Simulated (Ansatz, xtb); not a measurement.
Two isomers of C6H7F

Structure I is `CC1=CCC(F)=C1`, a singlet and structure II is `FCC1=CC=CC1`, a singlet. Both are isolated molecules in the gas phase, relaxed with B3LYP-D3(BJ)/def2-SVP, each in the lowest conformer that the search found.

I (Å):

```yaml
atoms:
  - { symbol: C, position_ang: [-2.3543, 0.3216, 1.0749] }
  - { symbol: C, position_ang: [-1.0537, 0.6086, 0.3938] }
  - { symbol: C, position_ang: [-0.6774, 0.2502, -0.8582] }
  - { symbol: C, position_ang: [0.7172, 0.7478, -1.1342] }
  - { symbol: C, position_ang: [1.0574, 1.4358, 0.1525] }
  - { symbol: C, position_ang: [0.0450, 1.3607, 1.0368] }
  - { symbol: F, position_ang: [2.2388, 2.0271, 0.3248] }
  - { symbol: H, position_ang: [-3.0319, -0.2478, 0.4221] }
  - { symbol: H, position_ang: [-2.8632, 1.2556, 1.3692] }
  - { symbol: H, position_ang: [-2.1984, -0.2592, 2.0003] }
  - { symbol: H, position_ang: [-1.2765, -0.3128, -1.5742] }
  - { symbol: H, position_ang: [0.7660, 1.4471, -1.9894] }
  - { symbol: H, position_ang: [1.4315, -0.0668, -1.3557] }
  - { symbol: H, position_ang: [0.0315, 1.7763, 2.0441] }
```

II (Å):

```xyz
14

C    -1.2895   -0.5258    0.0833
C     0.1419   -0.1831   -0.1317
C     1.2297   -0.9597    0.0940
C     2.4453   -0.2121   -0.2465
C     2.0998    1.0178   -0.6924
C     0.6032    1.1511   -0.6577
F    -2.0236   -0.3321   -1.0833
H    -1.3977   -1.5770    0.3994
H    -1.7436    0.1189    0.8592
H     1.2131   -1.9854    0.4684
H     3.4591   -0.6059   -0.1578
H     2.7763    1.8006   -1.0368
H     0.1734    1.3555   -1.6560
H     0.2706    1.9844   -0.0099
```

Quicker runs give these differences E(II) − E(I): GFN2-xTB +5.03 kcal/mol; HF/STO-3G +10.64 kcal/mol (at GFN2-xTB geometries); r2SCAN-D4/def2-SVP +4.60 kcal/mol (at GFN2-xTB geometries).

Task: Estimate E(II) − E(I) at the level CCSD(T)/def2-SVP + ΔMP2/def2-TZVPP.

Result: Calculated at CCSD(T)/def2-SVP + ΔMP2/def2-TZVPP: E(II) − E(I) = +1.47 kcal/mol, so structure I lies lower.

How the difference moves with the method:

```csv
level,geometry,E(II) − E(I) (kcal/mol),departure from the last row (kcal/mol),"job, with rough time for the two"
GFN2-xTB,GFN2-xTB,+5.03,+3.56,"optimisation, 0.11 s"
HF/STO-3G,GFN2-xTB,+10.64,+9.17,"single point, 0.34 s"
r2SCAN-D4/def2-SVP,GFN2-xTB,+4.60,+3.13,"single point, 3.5 s"
B3LYP-D3(BJ)/def2-SVP,B3LYP-D3(BJ)/def2-SVP,+3.71,+2.24,"optimisation, 26 s"
HF/def2-SVP,B3LYP-D3(BJ)/def2-SVP,+1.40,−0.07,part of the CCSD(T) run
MP2/def2-SVP,B3LYP-D3(BJ)/def2-SVP,+2.90,+1.43,part of the CCSD(T) run
CCSD(T)/def2-SVP,B3LYP-D3(BJ)/def2-SVP,+2.76,+1.29,single point
CCSD(T)/def2-SVP + ΔMP2/def2-TZVPP,B3LYP-D3(BJ)/def2-SVP,+1.47,,"single point, 62 s"
```

As drawn, both hold the same kinds of bond in the same numbers. Structure I has 1 methyl group, II 0.

The levels shown agree on the order. The largest departure from CCSD(T)/def2-SVP + ΔMP2/def2-TZVPP is that of HF/STO-3G, 9.17 kcal/mol. The last row adds to CCSD(T) the change of the MP2 difference between the two basis sets, here −1.29 kcal/mol.

With thermal terms from frequencies at re-optimised GFN2-xTB minima (ideal gas, soft modes damped towards free rotors, one conformer each, 298.15 K, 1 atm): the zero-point term adds +0.05 kcal/mol; ΔH is +1.39 and ΔG +1.38 kcal/mol.

The correlated steps freeze 7 core orbitals. Run with Ansatz 0.2.0, xtb 6.7.1; the last row on 4 threads of Arm Neoverse V1 on a shared host.
